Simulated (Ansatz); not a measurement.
One geometry of C$_{3}$H$_{7}$BO$_{2}$ (`CBOC(C)=O`), several functionals.

```yaml
crystal:
  periodic: [false, false, false]
  atoms:
    - {symbol: C, position_ang: [-2.059066, -1.347629, 0.172199]}
    - {symbol: B, position_ang: [-1.211057, -0.092714, -0.173409]}
    - {symbol: O, position_ang: [0.156938, -0.174919, -0.049104]}
    - {symbol: C, position_ang: [0.998741, 0.809142, -0.493788]}
    - {symbol: C, position_ang: [2.271679, 0.821314, 0.287867]}
    - {symbol: O, position_ang: [0.732771, 1.520995, -1.412878]}
    - {symbol: H, position_ang: [-1.472646, -2.201605, 0.514502]}
    - {symbol: H, position_ang: [-2.814488, -1.104064, 0.926821]}
    - {symbol: H, position_ang: [-2.629520, -1.648102, -0.715213]}
    - {symbol: H, position_ang: [-1.691070, 0.949078, -0.511902]}
    - {symbol: H, position_ang: [2.940416, 1.583966, -0.102453]}
    - {symbol: H, position_ang: [2.743425, -0.161730, 0.231057]}
    - {symbol: H, position_ang: [2.054374, 1.011467, 1.341199]}
basis:
  gaussian: {orbitals: def2-TZVPP}
hamiltonian: {xc: {name: wB97X-V}}
output: {orbitals: {seedname: orbitals}}
```

```sh
$ ansatz run in.yaml --threads 4 --pin off --events-out ev --progress --plain
```

It prints (some lines left out):

```
Functional definition: wB97X-V
1424 factors; their error is unknown
364 factors; integrals over basis functions are off by at most 1.1e-5 eV
mean field evaluation 1: about -7990.7989 eV, gradient 6.3e1 eV
mean field evaluation 2: about -7992.2771 eV, gradient 6.1e1 eV
mean field evaluation 4: about -7997.9358 eV, gradient 3.1e0 eV
mean field evaluation 8: about -7997.9659 eV, gradient 6.6e-2 eV
mean field evaluation 16: about -7997.9543 eV, gradient 6.8e-5 eV
mean field -7997.95433660 eV, -293.9194006617 hartree, gradient 3.8e-5 eV, S^2 0.000000; 0 other end points of the search recorded, 0 dependent functions left out
reference -7997.95433434 eV, -293.9194005788 hartree; 23, 23 occupied and 261, 261 virtual orbitals, 1424 factors
Total energy: -7997.95433434 eV, -293.9194005788 hartree
```

Hardware: 4 threads of a server CPU on a shared host. Wall time 14 s, peak host memory 0.84 GiB.

The same input with `hamiltonian: {xc: {name: B3LYP}, dispersion: d4}` and forces (abridged; 8.5 s):

```
Functional definition: B3LYP
mean field evaluation 16: about -8000.7498 eV, gradient 5.0e-4 eV
mean field -8000.74981670 eV, -294.0221326608 hartree, gradient 3.5e-5 eV, S^2 0.000000
Total energy: -8001.09783828 eV, -294.0349222178 hartree
Atom 0 force    -0.060827    -0.046387     0.001190 eV/Å
Atom 1 force    -0.150533     0.102437    -0.026910 eV/Å
Atom 2 force    -0.145329    -0.180195     0.078725 eV/Å
Atom 3 force     0.182136     0.039863     0.043412 eV/Å
Atom 4 force     0.179958     0.010050     0.101706 eV/Å
Atom 5 force    -0.055641     0.190163    -0.248024 eV/Å
Atom 6 force    -0.033241     0.031162    -0.012043 eV/Å
Atom 7 force     0.023896    -0.023987    -0.020041 eV/Å
Atom 8 force     0.014302    -0.006405     0.036856 eV/Å
Atom 9 force     0.045627    -0.120649     0.045280 eV/Å
Atom 10 force    -0.020619    -0.041890     0.032833 eV/Å
Atom 11 force    -0.006104     0.050480     0.008992 eV/Å
Atom 12 force     0.026374    -0.004642    -0.041977 eV/Å
Dipole moment:     0.147212    -0.240213     0.396330 e Å
```

Changing it to `hamiltonian: {xc: {name: r2SCAN0}, dispersion: d4}` (abridged; 8.5 s):

```
Functional definition: r2SCAN0
mean field evaluation 16: about -7994.9685 eV, gradient 1.8e-4 eV
mean field -7994.96846982 eV, -293.8096720816 hartree, gradient 3.8e-5 eV, S^2 0.000000
Total energy: -7995.03429638 eV, -293.8120911631 hartree
```

The same input with `hamiltonian: {xc: {name: r2SCANh}, dispersion: d4}` (abridged; 8.5 s):

```
Functional definition: r2SCANh
mean field evaluation 16: about -7995.5448 eV, gradient 2.7e-4 eV
mean field -7995.54484540 eV, -293.8308534937 hartree, gradient 4.0e-5 eV, S^2 0.000000
Total energy: -7995.60502069 eV, -293.8330648947 hartree
```

The same input with `hamiltonian: {xc: {name: wB97M-V}}` and forces (abridged; 20 s):

```
Functional definition: wB97M-V
mean field evaluation 16: about -7997.2300 eV, gradient 1.6e-4 eV
mean field -7997.23004938 eV, -293.8927835975 hartree, gradient 5.9e-5 eV, S^2 0.000000
Total energy: -7997.23010415 eV, -293.8927856104 hartree
Atom 0 force    -0.093588    -0.099494     0.020330 eV/Å
Atom 1 force    -0.176101     0.161426    -0.062472 eV/Å
Atom 2 force    -0.016512    -0.166927     0.062682 eV/Å
Atom 3 force     0.079753     0.088108    -0.027126 eV/Å
Atom 4 force     0.204781    -0.005654     0.137315 eV/Å
Atom 5 force    -0.044875     0.057386    -0.090812 eV/Å
Atom 6 force    -0.035786     0.066897    -0.023975 eV/Å
Atom 7 force     0.061322    -0.016970    -0.051275 eV/Å
Atom 8 force     0.047539     0.021978     0.064283 eV/Å
Atom 9 force     0.064580    -0.121366     0.041505 eV/Å
Atom 10 force    -0.056167    -0.059026     0.027802 eV/Å
Atom 11 force    -0.044283     0.082247    -0.006687 eV/Å
Atom 12 force     0.009337    -0.008603    -0.091569 eV/Å
Dipole moment:     0.153432    -0.240021     0.396962 e Å
```

The same input with `hamiltonian: {xc: {name: LC-wPBE}, dispersion: d4}` (abridged; 4.6 s):

```
WARN the engine holds no damping parameters fitted to this dispersion correction and functional, so the run takes those fitted to pbe0 (hamiltonian.dispersion, under Limitations)
Functional definition: LC-wPBE
mean field evaluation 16: about -7995.2954 eV, gradient 7.2e-5 eV
mean field -7995.29535294 eV, -293.8216848147 hartree, gradient 3.6e-5 eV, S^2 0.000000
Total energy: -7995.47905562 eV, -293.8284357635 hartree
```

B3LYP takes the VWN-RPA correlation (the form of Gaussian; ORCA's B3LYP/G).

LC-ωPBE has ω = 0.4 bohr⁻¹; the program lends it PBE0's D4 damping.
